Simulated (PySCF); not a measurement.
An unknown is described by computed data only.

Formula: C8H11FSi.

- 1H NMR: chemical shifts (computed TMS as zero) by class: 5.20 (1 H), 3.30 (1 H), 2.14 (1 H), 1.80 (1 H), 1.32 (1 H), 1.15 (1 H), 1.02 (1 H), 0.70 (1 H), 0.69 (1 H), 0.59 (1 H), 0.56 (1 H) ppm [GIAO PBE0/pcSseg-1]
- 13C NMR: chemical shifts (computed TMS as zero) by class: 90.6 (1 C), 79.2 (1 C), 76.0 (1 C), 10.9 (1 C), 10.9 (1 C), 7.5 (1 C), 2.5 (1 C), -0.2 (1 C) ppm [GIAO PBE0/pcSseg-1]
- Dipole: 2.14 D [PBE0/pcSseg-1]
- Rotational structure: rotational constants A, B, C: 3.881, 0.356, 0.347 GHz [GFN2-xTB]
- NMR, other nuclei: isotropic shieldings of nuclei other than C and H, by class: 429 (1 F), 463 (1 Si) ppm [GIAO PBE0/pcSseg-1]

Electronic properties: PySCF, gas phase, density fitting. Levels stand in brackets. Geometry: GFN2-xTB, one conformer, isolated molecule. NMR classes are plain means over equivalent atoms (diastereotopic ones count apart unless rotation or inversion swaps them), as if these changed places fast.

Q: Propose a structure and show how it fits.

A: Numbering: `[F:1][C@@H:2]1[CH2:3][Si@@H:4]1[CH2:5][C:6]#[C:7][CH:8]1[CH2:9][CH2:10]1`. Its formula, C8H11FSi, gives 4 degrees of unsaturation: 2 rings and 2 π bonds in the structure found. 8 carbons fall into 8 classes; from least to most shielded: alkyne carbon [C7] (90.6 ppm), sp3 C–F carbon [C2] (79.2 ppm), alkyne carbon [C6] (76.0 ppm), three-membered-ring carbon [C10] (10.9 ppm), three-membered-ring carbon [C9] (10.9 ppm), ring sp3 carbon bound to silicon [C3] (7.5 ppm), propargylic carbon [C8] (2.5 ppm), chain sp3 carbon bound to silicon [C5] (-0.2 ppm). Hydrogen classes from least to most shielded: 1 H on an sp3 C–F carbon, C2 (5.20 ppm), 1 H on an SiH silicon, Si4 (3.30 ppm), 1 H on an sp3 carbon bound to silicon, C5 (2.14 ppm), 1 H on an sp3 carbon bound to silicon, C5 (1.80 ppm), 1 H on a propargylic carbon, C8 (1.32 ppm), 1 H on an sp3 carbon bound to silicon, C3 (1.15 ppm), 1 H on an sp3 carbon bound to silicon, C3 (1.02 ppm), 1 H on a three-membered-ring carbon, C9 (0.70 ppm), 1 H on a three-membered-ring carbon, C10 (0.69 ppm), 1 H on a three-membered-ring carbon, C10 (0.59 ppm), 1 H on a three-membered-ring carbon, C9 (0.56 ppm). The other shieldings belong to: 429 ppm, alkyl fluorine [F1]; 463 ppm, SiH silicon [Si4]. The optimised geometry has point group C1 and is an asymmetric top. Structure: `F[C@@H]1C[Si@@H]1CC#CC1CC1`. Computed isomers that give other values at the same levels: `C#CC[C@](F)(C#CC)[SiH2]C` (13C chemical shifts (computed TMS as zero) by class: 97.9 (1 C), 88.7 (1 C), 84.6 (1 C), 84.5 (1 C), 79.7 (1 C), 33.3 (1 C), 5.2 (1 C), -9.6 (1 C) ppm). The assignments are read from this structure; whether some other isomer fits the data as well wasn't checked. The mirror image fits equally.

Conformer computed: `[F:1][C@@H:2]1[CH2:3][Si@@H:4]1[CH2:5][C:6]#[C:7][CH:8]1[CH2:9][CH2:10]1`: C3–Si4–C5–C6 96°.
